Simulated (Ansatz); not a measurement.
## Nudged elastic band run: C2H2Te

The input (input.yaml):

```yaml
crystal:
  periodic: [false, false, false]
  atoms:
    - { symbol: C, position_ang: [-0.737261, -1.116918, 0.393967] }
    - { symbol: C, position_ang: [0.096032, -0.302454, 0.085886] }
    - { symbol: Te, position_ang: [1.60918, 0.960997, -0.400702] }
    - { symbol: H, position_ang: [-1.485809, -1.825719, 0.663114] }
    - { symbol: H, position_ang: [0.567658, 2.210394, -0.783564] }
magnetization:
  spin_polarized: true
basis:
  gaussian: { orbitals: def2-mTZVP }
hamiltonian:
  xc: pbe0
  dispersion: d4
neb:
  order_check: false
  images: 7
  f_tol: 0.03
  max_iterations: 60
  initial_path: linear
  final_atoms:
    - { symbol: C, position_ang: [-0.65559519, -0.78116355, 0.27712006] }
    - { symbol: C, position_ang: [0.23479662, 0.01360223, -0.02658376] }
    - { symbol: Te, position_ang: [2.00052346, 1.05974944, -0.44929926] }
    - { symbol: H, position_ang: [-1.4479802, -1.44699032, 0.53335042] }
    - { symbol: H, position_ang: [-0.08194469, 1.0811022, -0.37588646] }
```

Launched with:

```bash
$ ansatz run input.yaml --threads 2 --pin off --max-ram 3072MiB --backend cpu --events-out ev --progress --plain --runs-dir out
```

Output, in part (warnings, iteration lines, the closing report on the highest movable image, with atoms numbered from 0):

```
NEB end point (image 0): max|allowed force component| = 7.585e-3 eV/Å (the criterion of neb.relax_end_points is 1.000e-2)
NEB end point (image 8): max|allowed force component| = 1.107e-2 eV/Å (the criterion of neb.relax_end_points is 1.000e-2)
NEB iter   1: max|band force component| = 1.843e0 eV/Å  barrier→ = 1.4529 eV  barrier← = 0.0861 eV  Δτ_max = 0.1588 Å  (372 SCF iters)
NEB iter   2: max|band force component| = 8.477e-1 eV/Å  barrier→ = 1.4143 eV  barrier← = 0.0475 eV  Δτ_max = 0.1366 Å  (249 SCF iters)
NEB iter   3: max|band force component| = 3.933e-1 eV/Å  barrier→ = 1.4173 eV  barrier← = 0.0505 eV  CI = image 7  Δτ_max = 0.0701 Å  (245 SCF iters)
NEB iter   4: max|band force component| = 3.262e-1 eV/Å  barrier→ = 1.4160 eV  barrier← = 0.0492 eV  CI = image 7  Δτ_max = 0.0235 Å  (243 SCF iters)
NEB iter   5: max|band force component| = 1.924e-1 eV/Å  barrier→ = 1.4146 eV  barrier← = 0.0478 eV  CI = image 7  Δτ_max = 0.0152 Å  (224 SCF iters)
NEB iter   6: max|band force component| = 1.506e-1 eV/Å  barrier→ = 1.4140 eV  barrier← = 0.0472 eV  CI = image 7  Δτ_max = 0.0125 Å  (235 SCF iters)
NEB iter   7: max|band force component| = 4.451e-2 eV/Å  barrier→ = 1.4134 eV  barrier← = 0.0466 eV  CI = image 7  Δτ_max = 0.0059 Å  (225 SCF iters)
NEB iter   8: max|band force component| = 2.111e-2 eV/Å  barrier→ = 1.4134 eV  barrier← = 0.0465 eV  CI = image 7  Δτ_max = 0.0000 Å  (430 SCF iters)
Total energy: -9394.01752396 eV, -345.2237765117 hartree
Atom 0 at    -0.906720    -0.571232     0.215744 Å, force    -0.020049     0.012504    -0.003452 eV/Å
Atom 1 at     0.235475    -0.183482     0.040162 Å, force    -0.003508    -0.007988     0.002838 eV/Å
Atom 2 at     2.181354     0.478735    -0.259520 Å, force    -0.001521     0.002344    -0.000735 eV/Å
Atom 3 at    -1.913647    -0.888488     0.362211 Å, force     0.019679    -0.004641     0.000807 eV/Å
Atom 4 at     0.453338     1.090767    -0.399896 Å, force     0.005398    -0.002219     0.000543 eV/Å
Dipole moment:    -0.170286     0.029249    -0.003311 e Å
```

The forces met the threshold. Another band between the same ends (7 images) ends at a top of the same energy, where a vibrational analysis finds 1 clearly imaginary mode.

Final band (atoms are numbered from 1 in the order of the input):

```tsv
image	path coordinate (Å)	energy (eV)	C2–H5 (Å)
0	0.00	0.00	2.70
1	0.23	0.02	2.63
2	0.46	0.08	2.55
3	0.69	0.20	2.42
4	0.92	0.42	2.20
5	1.15	0.80	1.93
6	1.38	1.22	1.65
7	1.61	1.41	1.37
8	1.87	1.37	1.17
```

Time of the run: 2.3 min on 2 threads of Arm Neoverse V1 (shared host), peak memory 0.22 GiB.
